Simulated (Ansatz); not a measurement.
Reaction (ligand exchange at the Si–F bond): `CN[Si](F)(F)Cl` + CH₃OH → `CN[Si](F)(Cl)OC` + H–F

Isolated molecules relaxed with PBE0-D4/def2-TZVP in Ansatz; ΔE leaves out vibrations. CCSD(T)/CBS is the MP2 limit (def2-TZVPP, def2-QZVPP) plus CCSD(T) − MP2 in def2-TZVPP, frozen cores. This one scheme is used for every species. DFT in def2-TZVPP. B3LYP here is the variant with VWN-RPA as its local correlation; programs differ in this. Each species was taken in one conformer, which may not be the lowest.

```json
{"level": "PBE-D4", "ΔE (kJ/mol)": "34.3", "difference from CCSD(T)/CBS": "2.0"}
{"level": "r2SCAN-D4", "ΔE (kJ/mol)": "37.8", "difference from CCSD(T)/CBS": "5.5"}
{"level": "PBE0-D4", "ΔE (kJ/mol)": "33.7", "difference from CCSD(T)/CBS": "1.4"}
{"level": "B3LYP-D4", "ΔE (kJ/mol)": "34.1", "difference from CCSD(T)/CBS": "1.8"}
{"level": "ωB97X-V", "ΔE (kJ/mol)": "36.3", "difference from CCSD(T)/CBS": "4.0"}
{"level": "ωB97M-V", "ΔE (kJ/mol)": "35.7", "difference from CCSD(T)/CBS": "3.4"}
{"level": "B2PLYP", "ΔE (kJ/mol)": "39.7", "difference from CCSD(T)/CBS": "7.4"}
{"level": "PBE", "ΔE (kJ/mol)": "41.4", "difference from CCSD(T)/CBS": "9.1"}
{"level": "r2SCAN", "ΔE (kJ/mol)": "40.2", "difference from CCSD(T)/CBS": "7.9"}
{"level": "PBE0", "ΔE (kJ/mol)": "40.1", "difference from CCSD(T)/CBS": "7.8"}
{"level": "B3LYP", "ΔE (kJ/mol)": "45.0", "difference from CCSD(T)/CBS": "12.7"}
{"level": "HF/def2-TZVPP", "ΔE (kJ/mol)": "46.6", "difference from CCSD(T)/CBS": "14.3"}
{"level": "MP2/def2-TZVPP", "ΔE (kJ/mol)": "29.9", "difference from CCSD(T)/CBS": "-2.4"}
{"level": "SCS-MP2/def2-TZVPP", "ΔE (kJ/mol)": "34.1", "difference from CCSD(T)/CBS": "1.8"}
{"level": "CCSD/def2-TZVPP", "ΔE (kJ/mol)": "34.8", "difference from CCSD(T)/CBS": "2.5"}
{"level": "CCSD(T)/def2-TZVPP", "ΔE (kJ/mol)": "32.4", "difference from CCSD(T)/CBS": "0.1"}
{"level": "HF/def2-QZVPP", "ΔE (kJ/mol)": "47.9", "difference from CCSD(T)/CBS": "15.6"}
{"level": "MP2/def2-QZVPP", "ΔE (kJ/mol)": "30.2", "difference from CCSD(T)/CBS": "-2.1"}
{"level": "SCS-MP2/def2-QZVPP", "ΔE (kJ/mol)": "34.5", "difference from CCSD(T)/CBS": "2.2"}
{"level": "HF/CBS(def2)", "ΔE (kJ/mol)": "48.1", "difference from CCSD(T)/CBS": "15.8"}
{"level": "MP2/CBS(def2)", "ΔE (kJ/mol)": "29.7", "difference from CCSD(T)/CBS": "-2.6"}
{"level": "CCSD/CBS(def2)", "ΔE (kJ/mol)": "34.7", "difference from CCSD(T)/CBS": "2.4"}
{"level": "CCSD(T)/CBS", "ΔE (kJ/mol)": "32.3", "difference from CCSD(T)/CBS": "0"}
```

Largest T1 diagnostic among the species: 0.010.

The D4 term adds −10.9 kJ/mol with B3LYP and −6.5 kJ/mol with PBE0; it sums over pairs of atoms, weighted by their polarisabilities, and B3LYP, whose exchange is more repulsive, gets the larger term. In def2-TZVPP, CCSD(T) changes the Hartree–Fock value by −14.2 kJ/mol (the triples alone add −2.4 kJ/mol) and MP2 by −16.8 kJ/mol.

CCSD(T)/CBS has its own doubt, a few kJ/mol and more with outer-core shells, so smaller differences from it don't rank the levels.
